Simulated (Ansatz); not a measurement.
Ansatz (an electronic-structure program) input (CCSD(T)/aug-cc-pV(D+d)Z):
A basis named .json is the Basis Set Exchange file of that set.

Ansatz 0.2 input:
```yaml
crystal:
  periodic: [false, false, false]
  atoms:
    - {symbol: Al, position_ang: [-0.00653357, 0.01315504, -0.00794229]}
    - {symbol: F, position_ang: [-1.39024871, -0.84274989, -0.23757517]}
    - {symbol: F, position_ang: [0.07204872, 1.54413220, -0.58607768]}
    - {symbol: O, position_ang: [1.32366063, -0.62215038, 0.79430802]}
    - {symbol: H, position_ang: [1.35945132, -1.50625337, 1.16166128]}
basis:
  gaussian:
    orbitals: aug-cc-pV_D+d_Z.json
magnetization: {spin_polarized: false}
correlation: {method: ccsd_t, electrons: outside_noble_gas}
output: {forces: true}
```

End of the output:

```
mean field evaluation 1: about -14050.5044 eV, gradient 5.2e1 eV
mean field evaluation 2: about -14050.5184 eV, gradient 5.2e1 eV
mean field evaluation 4: about -14054.8888 eV, gradient 2.0e0 eV
mean field evaluation 8: about -14054.9086 eV, gradient 2.5e-1 eV
mean field evaluation 16: about -14054.8727 eV, gradient 6.3e-1 eV
mean field -14054.90887905 eV, -516.5083745458 hartree, gradient 8.8e-6 eV, S^2 0.000000; 0 other end points of the search recorded, 0 dependent functions left out
8 core orbitals not correlated
reference -14054.90887905 eV, -516.5083745458 hartree; 12, 12 occupied and 90, 90 virtual orbitals, 1062 factors
densities: 0.79 GiB planned
second order -18.43955244 eV of doubles, -0.00000000 eV of singles
coupled cluster: 0.58 GiB planned
cycle   1  -18.13330150 eV  change    3.1e-1 eV  update   1.1e-1
cycle   2  -18.50841959 eV  change   -3.8e-1 eV  update   2.9e-2
cycle   3  -18.60890257 eV  change   -1.0e-1 eV  update   1.5e-2
cycle   4  -18.60158743 eV  change    7.3e-3 eV  update   2.8e-3
cycle   5  -18.59761015 eV  change    4.0e-3 eV  update   1.1e-3
cycle   6  -18.59820551 eV  change   -6.0e-4 eV  update   3.3e-4
cycle   7  -18.59828404 eV  change   -7.9e-5 eV  update   1.0e-4
cycle   8  -18.59819845 eV  change    8.6e-5 eV  update   3.9e-5
cycle   9  -18.59818852 eV  change    9.9e-6 eV  update   1.5e-5
cycle  10  -18.59820218 eV  change   -1.4e-5 eV  update   5.9e-6
perturbative correction -0.43897045 eV, -0.0161318665 hartree
the calculation of the forces begins
Total energy: -14073.94605169 eV, -517.2079777363 hartree
Atom 0 at    -0.006534     0.013155    -0.007942 Å, force    -0.138958     0.026530    -0.067920 eV/Å
Atom 1 at    -1.390249    -0.842750    -0.237575 Å, force    -0.338097    -0.210304    -0.055641 eV/Å
Atom 2 at     0.072049     1.544132    -0.586078 Å, force     0.031630     0.388400    -0.141844 eV/Å
Atom 3 at     1.323661    -0.622150     0.794308 Å, force     0.433322    -0.059125     0.202384 eV/Å
Atom 4 at     1.359451    -1.506253     1.161661 Å, force     0.012103    -0.145500     0.063020 eV/Å
Dipole moment:     0.112847    -0.343376     0.183505 e Å
```
